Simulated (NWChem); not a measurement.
Everything below was run with NWChem. System: Se (+1), charge 1, spin multiplicity 4. Its SCF solution wasn't tested for a lower state. Level: G0W0@UPBE/def2-TZVP, RI basis def2-tzvp-rifit.

Output (cleaned and shortened):

```
             Northwest Computational Chemistry Package (NWChem) 7.3.0
             --------------------------------------------------------

                                NWChem Input Module
                                -------------------

 Scaling coordinates for geometry "geometry" by  1.889725989
 (inverse scale =  0.529177249)

                             Geometry "geometry" -> ""
                             -------------------------

 Output coordinates in angstroms (scale by  1.889725989 to convert to a.u.)

  No.       Tag          Charge          X              Y              Z
 ---- ---------------- ---------- -------------- -------------- --------------
    1 Se                  34.0000     0.00000000     0.00000000     0.00000000

 Effective nuclear repulsion energy (a.u.)       0.0000000000

            Nuclear Dipole moment (a.u.)
            ----------------------------
        X                 Y               Z
 ---------------- ---------------- ----------------
     0.0000000000     0.0000000000     0.0000000000

      Symmetry information
      --------------------

 Group name             D2h
 Group number             26
 Group order               8
 No. of unique centers     1

      Symmetry unique atoms

     1


 Summary of "ao basis" -> "" (spherical)
 ------------------------------------------------------------------------------
       Tag                 Description            Shells   Functions and Types
 ---------------- ------------------------------  ------  ---------------------
 *                         def2-tzvp                  on all atoms

 new library libraries.bse/

 Summary of "ri basis" -> "" (spherical)
 ------------------------------------------------------------------------------
       Tag                 Description            Shells   Functions and Types
 ---------------- ------------------------------  ------  ---------------------
 *                      def2-tzvp-rifit               on all atoms

  pbe96 is a nonlocal functional; adding pw91lda local functional.

                                 NWChem DFT Module
                                 -----------------

 Summary of "ao basis" -> "ao basis" (spherical)
 ------------------------------------------------------------------------------
       Tag                 Description            Shells   Functions and Types
 ---------------- ------------------------------  ------  ---------------------
 Se                        def2-tzvp                16       48   6s5p4d1f

 Summary of "ao basis" -> "ao basis" (spherical)
 ------------------------------------------------------------------------------
       Tag                 Description            Shells   Functions and Types
 ---------------- ------------------------------  ------  ---------------------
 Se                        def2-tzvp                16       48   6s5p4d1f

      Symmetry analysis of basis
      --------------------------

        ag         14
        au          1
        b1g         4
        b1u         7
        b2g         4
        b2u         7
        b3g         4
        b3u         7

            General Information
            -------------------
          SCF calculation type: DFT
          Wavefunction type:  spin polarized.
          No. of atoms     :     1
          No. of electrons :    33
           Alpha electrons :    18
            Beta electrons :    15
          Charge           :     1
          Spin multiplicity:     4
          Use of symmetry is: on ; symmetry adaption is: on
          Maximum number of iterations: 100
          This is a Direct SCF calculation.
          AO basis - number of functions:    48
                     number of shells:    16
          Convergence on energy requested:  1.00D-06
          Convergence on density requested:  1.00D-05
          Convergence on gradient requested:  5.00D-04

              XC Information
              --------------
          PerdewBurkeErnzerhof Exchange Functional  1.000
            Perdew 1991 LDA Correlation Functional  1.000 local
           PerdewBurkeErnz. Correlation Functional  1.000 non-local

             Grid Information
             ----------------
[...]
 Vector   21  Occ=0.000000D+00  E=-9.447488D-02  Symmetry=b2g
              MO Center= -2.3D-32, -1.5D-32,  6.4D-33, r^2= 2.4D+00
   Bfn.  Coefficient  Atom+Function         Bfn.  Coefficient  Atom+Function
  ----- ------------  ---------------      ----- ------------  ---------------
    40      0.926778  1 Se d  1              25     -0.192017  1 Se d  1
    30      0.086628  1 Se d  1              35      0.050484  1 Se d  1

                     DFT Final Beta Molecular Orbital Analysis
                     -----------------------------------------

 Vector   13  Occ=1.000000D+00  E=-2.376962D+00  Symmetry=b3g
              MO Center=  1.3D-34, -3.6D-34, -3.3D-34, r^2= 1.4D-01
   Bfn.  Coefficient  Atom+Function         Bfn.  Coefficient  Atom+Function
  ----- ------------  ---------------      ----- ------------  ---------------
    23      0.907710  1 Se d -1              28      0.180534  1 Se d -1

 Vector   14  Occ=1.000000D+00  E=-2.376962D+00  Symmetry=ag
              MO Center= -2.3D-33, -4.6D-35,  4.7D-33, r^2= 1.4D-01
   Bfn.  Coefficient  Atom+Function         Bfn.  Coefficient  Atom+Function
  ----- ------------  ---------------      ----- ------------  ---------------
    24      0.907688  1 Se d  0              29      0.180529  1 Se d  0

 Vector   15  Occ=1.000000D+00  E=-8.976325D-01  Symmetry=ag
              MO Center= -1.4D-22, -1.5D-22,  5.7D-21, r^2= 1.0D+00
   Bfn.  Coefficient  Atom+Function         Bfn.  Coefficient  Atom+Function
  ----- ------------  ---------------      ----- ------------  ---------------
     5      0.806249  1 Se s                  6      0.445303  1 Se s
     4     -0.405456  1 Se s                  3     -0.313721  1 Se s
     2      0.139101  1 Se s                  1     -0.044330  1 Se s

 Vector   16  Occ=0.000000D+00  E=-5.008985D-01  Symmetry=b1u
              MO Center= -5.0D-33,  2.2D-33, -5.1D-21, r^2= 1.5D+00
   Bfn.  Coefficient  Atom+Function         Bfn.  Coefficient  Atom+Function
  ----- ------------  ---------------      ----- ------------  ---------------
    18      0.562364  1 Se pz                12     -0.370545  1 Se pz
    15      0.360921  1 Se pz                21      0.247886  1 Se pz
     9      0.112320  1 Se pz

 Vector   17  Occ=0.000000D+00  E=-5.008985D-01  Symmetry=b2u
              MO Center=  9.6D-33,  2.2D-22, -6.9D-34, r^2= 1.5D+00
   Bfn.  Coefficient  Atom+Function         Bfn.  Coefficient  Atom+Function
  ----- ------------  ---------------      ----- ------------  ---------------
    17      0.562364  1 Se py                11     -0.370545  1 Se py
    14      0.360921  1 Se py                20      0.247886  1 Se py
     8      0.112320  1 Se py

 Vector   18  Occ=0.000000D+00  E=-5.008985D-01  Symmetry=b3u
              MO Center=  2.0D-22,  4.7D-33,  3.2D-32, r^2= 1.5D+00
   Bfn.  Coefficient  Atom+Function         Bfn.  Coefficient  Atom+Function
  ----- ------------  ---------------      ----- ------------  ---------------
    16      0.562364  1 Se px                10     -0.370545  1 Se px
    13      0.360921  1 Se px                19      0.247886  1 Se px
     7      0.112320  1 Se px

   alpha - beta orbital overlaps
   -----------------------------

   alpha      1      2      3      4      5      6      7      8      9     10
    beta      1      2      3      5      4      6      7      8      9     10
 overlap   1.000  1.000  1.000  1.000  1.000  1.000  1.000  1.000  1.000  1.000

   alpha     11     12     13     14     15     16     17     18     19     20
    beta     11     12     13     14     15     18     17     16     22     23
 overlap   1.000  1.000  1.000  1.000  1.000  0.999  0.999  0.999  0.999  0.999

   alpha     21     22     23     24     25     26     27     28     29     30
    beta     20     21     19     25     26     24     27     32     31     29
 overlap   0.999  0.999  0.999  0.999  0.999  0.999  1.000  0.999  0.999  0.999

   alpha     31     32     33     34     35     36     37     38     39     40
    beta     30     28     34     33     36     38     37     35     39     42
 overlap   0.999  0.999  1.000  1.000  1.000  0.716  1.000  0.716  1.000  1.000

   alpha     41     42     43     44     45     46     47     48
    beta     41     40     45     44     43     47     46     48
 overlap   1.000  1.000  1.000  1.000  1.000  1.000  1.000  1.000

     --------------------------
     Expectation value of S2:
     --------------------------
      <S2> =      3.7503 (Exact =     3.7500)

 Task  times  cpu:        4.2s     wall:        4.2s

                                NWChem Input Module
                                -------------------

                                 NWChem GW Module
                                 ----------------

                             ***********************
                             ***        GW       ***
                             ***********************

 Summary of "ri basis" -> "ri basis" (spherical)
 ------------------------------------------------------------------------------
       Tag                 Description            Shells   Functions and Types
 ---------------- ------------------------------  ------  ---------------------
 Se                     def2-tzvp-rifit             37      159   10s9p8d5f4g1h

                 Memory Information
                 ------------------
          Available GA per process is          1700.0 MBs
          Available stack per process is        700.0 MBs
          Available heap per process is           0.0 MBs

          Peak memory in Initialization
              Peak GA per process is                  2.3 MBs
              Peak stack per process is               0.0 MBs
              Peak heap per process is                2.5 MBs
              Memory not in MA per process            0.0 MBs

          Peak memory in AFF Calculation
              Peak GA per process is                 11.5 MBs
              Peak stack per process is               8.2 MBs
              Peak heap per process is                0.0 MBs
              Memory not in MA per process            8.2 MBs

          Computing 2-center integrals
          Computing Inverse Cholesky factor
          Computing 3-center integrals
          Computing V_xc ...

          Computing Sigma_x
          Computing RPA polarizability
          Solving quasiparticle equations

                  Alpha Orbitals
          State     Energy (eV)     Error (eV)
          -----------------------------------
@GW        15        -27.608           0.005
@GW        16        -20.695           0.003
@GW        17        -20.695           0.003
@GW        18        -20.695           0.003
@GW        19          1.430           0.002
@GW        20          1.430           0.002

                   Beta Orbitals
          State     Energy (eV)     Error (eV)
          -----------------------------------
@GW        12        -72.407           0.003
@GW        13        -72.407           0.003
@GW        14        -72.408           0.002
@GW        15        -28.240           0.002
@GW        16         -9.369           0.003
@GW        17         -9.369           0.003

   Applying  -4.2652 eV scissor-shift to rest of particle states

   Applying   4.0005 eV scissor-shift to rest of hole states

   Applying  -3.8141 eV scissor-shift to rest of particle states

   Applying   4.2609 eV scissor-shift to rest of hole states

     GW Timing Statistics
   ------------------------
   Init.   :          0.1s
     ERIs  :          0.1s
     Distr.:          0.0s
     Vxc   :          0.0s
   Sigma_x :          0.0s
   RPA     :          0.2s
   Wmn     :          0.0s
   Sigma_c :          0.0s
   GW total:          0.5s

 Task  times  cpu:        0.5s     wall:        0.5s

 Total times  cpu:        4.8s     wall:        4.8s
```

**Question.** Write an NWChem input that would produce this output.

**Answer.** Several could match; the one computed here: 
```
start mol
memory heap 200 mb stack 700 mb global 1700 mb
charge 1
geometry units angstroms nocenter noautoz
  Se     0.000000     0.000000     0.000000
  symmetry group D2h
end
basis spherical
  * library def2-tzvp
end
basis "ri basis" bse spherical
  * library def2-tzvp-rifit
end
dft
  xc xpbe96 cpbe96
  odft
  mult 4
  iterations 100
  direct
  tolerances tight
end
task dft energy
gw
  states alpha occ 4 vir 2
  states beta occ 4 vir 2
end
task dft gw
```
